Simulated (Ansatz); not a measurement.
Computed with Ansatz on PBE0-D4/def2-TZVP structures; ΔE is electronic, products minus reactants. CCSD(T)/CBS is the MP2 limit (def2-TZVPP, def2-QZVPP) plus CCSD(T) − MP2 in def2-TZVPP, frozen cores. This one scheme is used for every species. Functionals use def2-TZVPP. B3LYP here is the variant with VWN-RPA as its local correlation; programs differ in this. One conformer a species, not always the lowest.

`CCOCC#N` + `[NH2][Al]([F])[F]` → `C[NH][Al]([F])[F]` + `COCC#N`  (substitution at a C–C bond)

```
             level  ΔE (kJ/mol)  difference from CCSD(T)/CBS
            PBE-D4         49.3                         -5.4
            B2PLYP         49.9                         -4.8
               PBE         48.1                         -6.6
              PBE0         50.0                         -4.7
             B3LYP         46.7                         -8.0
     HF/def2-TZVPP         46.4                         -8.3
SCS-MP2/def2-TZVPP         51.1                         -3.6
   CCSD/def2-TZVPP         51.9                         -2.8
CCSD(T)/def2-TZVPP         52.6                         -2.1
     HF/def2-QZVPP         46.6                         -8.1
       CCSD(T)/CBS         54.7                            0
```

Largest T1 diagnostic among the species: 0.012.

In def2-TZVPP, CCSD(T) changes the Hartree–Fock value by +6.2 kJ/mol (the triples alone add +0.7 kJ/mol) and MP2 by +8.8 kJ/mol.
